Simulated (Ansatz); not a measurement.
Start from `N[CH](O)[GeH2][F]` and change one atom or group to get `NC(O)BF`.

Ansatz, PBE0-D4/def2-TZVP geometries, multiplicity 1. Each molecule was computed in one conformer, which needn't be the lowest.

Scalar relativity is left out up to krypton.

```tsv
property	`N[CH](O)[GeH2][F]`
size of the dipole moment (B3LYP/def2-TZVPP) / D	1.47
LUMO energy (PBE0/def2-TZVPP) / eV	0.21
LUMO energy (B3LYP/def2-TZVPP) / eV	-0.07
HOMO–LUMO gap (PBE/def2-TZVPP) / eV	5.09
HOMO energy (ωB97M-V/def2-TZVPP) / eV	-9.37
HOMO–LUMO gap (PBE0/def2-TZVPP) / eV	7.32
```

Q: What does the change do to each property? (Best estimate.)

A: Ansatz gave: 
| property | `NC(O)BF` | shift |
| --- | --- | --- |
| size of the dipole moment (B3LYP/def2-TZVPP) / D | 1.82 | 0.35 |
| LUMO energy (PBE0/def2-TZVPP) / eV | -0.61 | -0.82 |
| LUMO energy (B3LYP/def2-TZVPP) / eV | -0.89 | -0.82 |
| HOMO–LUMO gap (PBE/def2-TZVPP) / eV | 4.27 | -0.82 |
| HOMO energy (ωB97M-V/def2-TZVPP) / eV | -9.62 | -0.25 |
| HOMO–LUMO gap (PBE0/def2-TZVPP) / eV | 6.67 | -0.65 |

With PBE0 the HOMO falls by 0.17 eV and the LUMO falls by 0.82 eV, so the gap narrows by about 0.65 eV. PBE moves the HOMO by -0.11 eV and ωB97M-V by -0.25 eV. Dipoles are sizes alone; their direction can turn.

B3LYP here is the variant with VWN-RPA as its local correlation; programs differ in this.
